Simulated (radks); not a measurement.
Correlation energies from several functionals, in hartree. Species: K [Ar] 4s1; K+ [Ar]; Mn+ [Ar] 3d5 4s1; Mg [Ne] 3s2. All-electron calculation, non-relativistic Kohn-Sham, LDA (Slater exchange, Perdew-Wang correlation), spin-polarised, spherical densities, point nucleus. Program: a radial shooting solver on a logarithmic mesh with Libxc functionals. Every spin shell is full or empty, so the densities are truly spherical. Functionals are evaluated on that one density, not self-consistently.

functional         K        K+       Mn+        Mg
PW92         -1.4887   -1.4704   -1.9971  -0.88730
VWN5         -1.4955   -1.4772   -2.0072  -0.89142
PZ           -1.4861   -1.4679   -1.9855  -0.88472
Wigner      -0.94794  -0.93948   -1.1267  -0.60485
Chachiyo     -1.4626   -1.4444   -1.9584  -0.87014
PBEsol      -0.84865  -0.83928   -1.1692  -0.48288
P86         -0.83301  -0.82168   -1.1480  -0.46250
PW91        -0.79840  -0.79133   -1.1071  -0.44786
AM05         -1.3532   -1.3372   -1.8322  -0.79765
SCAN        -0.72315  -0.70963   -1.0191  -0.41097
B95         -0.85383  -0.84874   -1.1970  -0.46849
Tao-Mo      -0.67431  -0.66901  -0.95424  -0.36802
